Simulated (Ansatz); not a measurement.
Born–Oppenheimer molecular dynamics of BFH5OP (9 atoms, charge 0, multiplicity 1). It starts at the highest image of a converged band, a first-order saddle point between two minima.

Method: RKS PBE/6-31G* in Ansatz.

- ensemble: NVE (velocity Verlet)
- time step: 0.5 fs
- steps asked: 200
- starting velocities drawn for: 300 K
- seed: 11710

First frame:

```xyz
9
Properties=species:S:1:pos:R:3
B 0.034 0.475 0.077
O 0.096 -0.173 1.742
H -0.748 -0.681 1.755
H 1.064 0.038 -0.380
F -1.129 -0.149 -0.334
P -0.152 2.473 0.296
H 0.461 2.566 1.605
H 1.097 2.799 -0.331
H -0.022 0.569 2.374
```

(1) How far do the bonds stretch over the last three quarters of this one trajectory? (Pairs bonded in most of those frames.)

## Answers

(1) 
```csv
bond,mean (Å),spread (Å),shortest,longest
B1–O2,1.802,0.062,1.71,1.88
B1–H4,1.211,0.015,1.19,1.24
B1–F5,1.388,0.032,1.33,1.45
B1–P6,2.016,0.032,1.96,2.08
O2–H3,0.989,0.025,0.95,1.02
O2–H9,0.985,0.019,0.95,1.02
P6–H7,1.455,0.049,1.38,1.53
P6–H8,1.438,0.006,1.43,1.45
```

Mean temperature of the second half: 190 K. The conserved energy stayed within 0.22 meV per atom of its start (net change 0.084 meV per atom), so the integration is sound. A run of 0.1 ps of so small a system gives no equilibrium averages. The orbitals stay closed-shell, which can raise the energy where a bond breaks towards radicals; this wasn't checked here.

Time of the run: 6 min on 1 thread of Arm Neoverse V2, with other jobs on the host, peak memory 0.12 GiB.
